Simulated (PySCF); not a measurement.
Compound: C8H7NO.
Atom-mapped SMILES: `[OH:1][c:2]1[cH:3][cH:4][n:5]2[cH:6][cH:7][cH:8][c:9]2[cH:10]1`

NICS is the negative of the GIAO shielding at a point without a nucleus: at the ring centre (0) and 1 Å above and below it (1); zz is the component along the ring normal. Level: GIAO PBE0/pcSseg-1 (PySCF, non-relativistic, gas phase) on the GFN2-xTB geometry, one conformer.

Rings: 1. C2–C3–C4–N5–C9–C10; 2. N5–C6–C7–C8–C9.

| set | NICS(0) | NICS(1), two faces | NICS(1)zz, two faces |
| --- | --- | --- | --- |
| P | -16.3 | -13.9 / -13.9 | -37.3 / -37.4 |
| Q | -7.0 | -7.7 / -7.7 | -17.2 / -17.2 |

**Question.** Which set (ppm) belongs to which ring?

**Answer.** P = 2, Q = 1.
- 1 (6-membered ring with N; formal bonds all aromatic): mean NICS(1)zz -17.2 ppm, shielded.
- 2 (5-membered ring with N; formal bonds all aromatic): mean NICS(1)zz -37.4 ppm, shielded. For a flat ring without four-coordinate atoms the NICS criterion counts such a value as aromatic, though in fused rings the probe also feels the neighbouring ring.

**Question.** How do the rings differ in shape?

**Answer.** 
```csv
ring,bond lengths (Å),rms pucker (Å),HOMA,nearest outside atom to a NICS(1) probe (Å)
1,"1.422, 1.355, 1.357, 1.395, 1.409, 1.367",0.00,0.80,hydrogen 2.65
2,"1.356, 1.376, 1.399, 1.384, 1.395",0.00,0.90,hydrogen 2.46
```

HOMA = 1 − mean of α(R − Ropt)² over the ring bonds, with Krygowski's 1993 parameters (CC: Ropt 1.388 Å, α 257.7 Å⁻²; CN: Ropt 1.334 Å, α 93.52 Å⁻²).

The values belong to the conformer `[OH:1][c:2]1[cH:3][cH:4][n:5]2[cH:6][cH:7][cH:8][c:9]2[cH:10]1`: H–O1–C2–C3 180°.
